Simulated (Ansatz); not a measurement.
```yaml
crystal:
  periodic: [false, false, false]
  atoms:
    - {symbol: Ge, position_ang: [-0.368940, 0.213191, -0.008331]}
    - {symbol: C, position_ang: [-0.357612, 0.187869, 1.959681]}
    - {symbol: C, position_ang: [0.275897, -1.064907, 2.565401]}
    - {symbol: H, position_ang: [-1.402681, 0.296117, 2.302516]}
    - {symbol: H, position_ang: [0.170024, 1.095007, 2.306042]}
    - {symbol: H, position_ang: [0.261538, -1.045722, 3.668600]}
    - {symbol: H, position_ang: [-0.253596, -1.979793, 2.250545]}
    - {symbol: H, position_ang: [1.328995, -1.178290, 2.257637]}
    - {symbol: C, position_ang: [1.480704, 0.202954, -0.683948]}
    - {symbol: C, position_ang: [1.582502, 0.257684, -2.208699]}
    - {symbol: H, position_ang: [1.980714, -0.703657, -0.298206]}
    - {symbol: H, position_ang: [2.011111, 1.059631, -0.229724]}
    - {symbol: H, position_ang: [2.629888, 0.246951, -2.555802]}
    - {symbol: H, position_ang: [1.076248, -0.601223, -2.680630]}
    - {symbol: H, position_ang: [1.116267, 1.171219, -2.614354]}
    - {symbol: C, position_ang: [-1.288776, 1.826750, -0.635167]}
    - {symbol: H, position_ang: [-1.351116, 1.846191, -1.734680]}
    - {symbol: H, position_ang: [-0.757964, 2.734091, -0.305211]}
    - {symbol: H, position_ang: [-2.314883, 1.866455, -0.236238]}
    - {symbol: C, position_ang: [-1.311593, -1.371026, -0.678792]}
    - {symbol: H, position_ang: [-1.405785, -1.335842, -1.775653]}
    - {symbol: H, position_ang: [-2.326159, -1.428377, -0.252878]}
    - {symbol: H, position_ang: [-0.774783, -2.295285, -0.412111]}
basis:
  gaussian: {orbitals: 6-31G}
magnetization: {spin_polarized: true, initial_magnetization: 0}
hamiltonian: {xc: {name: PBE0-DH}}
accuracy: high
```

```sh
$ ansatz run in.yaml --threads 2 --pin off --events-out ev --progress --plain --max-ram 32768MiB --backend cuda --devices 0, --max-vram 18GiB
```

It prints (some lines left out):

```
Functional definition: PBE0-DH
3052 factors; integrals over basis functions are off by at most 1.5e-8 eV
mean field evaluation 1: about -62961.1437 eV, gradient 4.0e1 eV
mean field evaluation 2: about -62961.1982 eV, gradient 4.0e1 eV
mean field evaluation 4: about -62968.6909 eV, gradient 1.6e0 eV
mean field evaluation 8: about -62968.7002 eV, gradient 5.2e-2 eV
mean field evaluation 16: about -62968.7002 eV, gradient 5.8e-6 eV
mean field -62968.70021412 eV, -2314.0570511509 hartree, gradient 1.9e-8 eV, S^2 0.000000; 0 other end points of the search recorded, 0 dependent functions left out
15 core orbitals not correlated: weight in the atoms' cores, before any rotation towards them, 1.000 or more for the frozen orbitals, at most 0.000 for the correlated occupied ones
reference -62968.70021589 eV, -2314.0570512161 hartree; 27, 27 occupied and 73, 73 virtual orbitals, 3052 factors
second order -25.90385626 eV of doubles, -0.00000000 eV of singles
Total energy: -62971.93819793 eV, -2314.1760448610 hartree
```

Run time 11 s (2 threads of AMD EPYC 7R13 on a shared host and a share (18 GiB) of an NVIDIA H100 80GB HBM3), peak host memory 1.2 GiB.

The 6-31G sets use Cartesian d functions. Correlated methods freeze 15 core orbitals; core or outer-core shells of Ge are correlated, in sets that lack core-valence functions.
